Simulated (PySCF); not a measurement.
Species: C9H10OS.
Atom-mapped SMILES: `[CH2:1]=[CH:2][c:3]1[cH:4][cH:5][c:6]([S@@:7]([CH3:8])=[O:9])[cH:10][cH:11]1` (hydrogens: H12, H13 on C1; H14 on C2; H15 on C4; H16 on C5; H17, H18, H19 on C8; H20 on C10; H21 on C11)

Method: PySCF 2.14.0, PBE0-D3(BJ)/def2-SVP geometry optimisation, gas phase.

(1) Give the optimised bond lengths and angles.

Answers

(1) 
| bond | length (Å) | order |
| --- | --- | --- |
| C1=C2 | 1.338 | double |
| C2–C3 | 1.468 | single |
| C3–C4, C3–C11 | 1.405 | aromatic |
| C4–C5, C10–C11 | 1.390 | aromatic |
| C5–C6, C6–C10 | 1.392 | aromatic |
| C6–S7 | 1.807 | single |
| S7–C8 | 1.819 | single |
| S7=O9 | 1.502 | double |
| C1–H12 | 1.093 | single |
| C1–H13 | 1.092 | single |
| C2–H14 | 1.096 | single |
| C4–H15, C11–H21 | 1.093 | single |
| C5–H16, C10–H20 | 1.094 | single |
| C8–H17, C8–H18, C8–H19 | 1.099 | single |

Bonds in one row agree within 0.01 Å and their mean is given. Orders are formal, as drawn. A selection of angles:
| angle | degrees |
| --- | --- |
| C1–C2–C3 | 127.2 |
| C2–C3–C4 | 123.1 |
| C2–C3–C11 | 118.8 |
| C4–C3–C11 | 118.1 |
| C3–C4–C5 | 121.0 |
| C4–C5–C6 | 119.4 |
| C5–C6–S7 | 117.5 |
| C5–C6–C10 | 121.1 |
| S7–C6–C10 | 121.3 |
| C6–S7–C8 | 96.2 |
| C6–S7–O9 | 106.8 |
| C8–S7–O9 | 105.5 |

Torsions: C1–C2–C3–C4 0° (synperiplanar); C5–C6–S7–C8 -102° (anticlinal).

Of the pairs four or more bonds apart, O9···H16 is among the closest relative to their van der Waals radii: 2.38 Å, 88 % of the sum of Bondi's values. S7 (sulfinyl sulfur) is pyramidal (angles 106.8°, 105.5° and 96.2°, sum 308.6°, 0.72 Å off the plane of its three neighbours). The C–C distances run from 1.338 Å (C1=C2, drawn double) to 1.468 Å (C2–C3, drawn single), a spread of 0.130 Å. The 6-membered ring C3–C4–C5–C6–C10–C11 has internal angles of 118.1° to 121.4° (sum 720°, against 720° for a flat polygon); it is planar, 0.01 Å rms from its mean plane, widest ring torsion 2°.

Point group: C1 (no symmetry element, even within 0.4 Å). No PBE0-D3(BJ)/def2-SVP frequencies stand behind this structure, so it isn't proved a minimum. The numbers are those of one conformer.

Hardware: AMD EPYC 9R45, one thread, on a shared host. Cost: 95 s of wall time, 0.92 GiB resident at most. These figures are those of the optimisation.
